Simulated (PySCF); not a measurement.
# Magnetic susceptibility: `[P@+]1(P)([GaH3-])[C@H](C=C)C1`, C$_{4}$H$_{11}$GaP$_{2}$

Geometry (Å), atoms numbered from 1 in this order:
```xyz
18

C    -2.655    0.208   -0.826
C    -1.630    0.102    0.006
C    -0.554   -0.882   -0.149
C     0.243   -1.315    1.043
P     1.196   -0.229   -0.084
P     2.186   -1.655   -1.382
Ga    0.873    2.193    0.665
H    -3.431    0.938   -0.678
H    -2.757   -0.438   -1.684
H    -1.542    0.762    0.867
H    -0.722   -1.631   -0.921
H     0.542   -2.354    1.106
H    -0.021   -0.862    1.994
H     3.463   -1.313   -0.935
H     2.258   -0.750   -2.443
H    -0.138    2.676   -0.404
H     2.327    2.720    0.560
H     0.354    1.836    2.087
```

Method used: PySCF 2.14.0, GIAO BHandHLYP/pcSseg-1 magnetisability, rotational g tensor and spin-rotation constants, non-relativistic, gas phase. Geometry: GFN2-xTB.

The calculation is non-relativistic, which matters for the atoms heavier than Zn.

Q: How diamagnetic is it, and how anisotropic?

A: Isotropic -1873 × 10⁻³⁰ J/T², or -112.8 × 10⁻⁶ cm³/mol; principal values -2049, -1858, -1710 × 10⁻³⁰ J/T², anisotropy 295 × 10⁻³⁰ J/T² (root of half the summed squared differences of the principal values). The susceptibility is in cgs units.

Q: Split it along the inertial axes a, b, c into diamagnetic and paramagnetic parts about the centre of mass, with the quadrupole moment.

A: 
```csv
axis,χ (10⁻⁶ cm³/mol),diamagnetic (10⁻⁶ cm³/mol),paramagnetic (10⁻⁶ cm³/mol),summed x² of all electrons (Å²),quadrupole Θ (D Å)
a,-121.8,-1110.0,988.2,283.2,-1.25
b,-107.5,-1446.9,1339.4,203.8,+0.19
c,-109.0,-2066.0,1957.0,57.9,+1.06
```
Anisotropies 2χaa − χbb − χcc = -27.0 and 2χbb − χaa − χcc = +15.7 × 10⁻⁶ cm³/mol. Θ is traceless in Buckingham's convention.

Q: And the rotational g tensor?

A: 
```tsv
axis	rotational constant (GHz)	g	nuclear part	electronic part
a	1.2557	-0.0038	0.5792	-0.5830
b	0.8459	-0.0086	0.5237	-0.5322
c	0.5831	-0.0056	0.5304	-0.5361
```
Asymmetric top; isotopes 12C, 69Ga, 1H, 31P; no vibrational averaging.
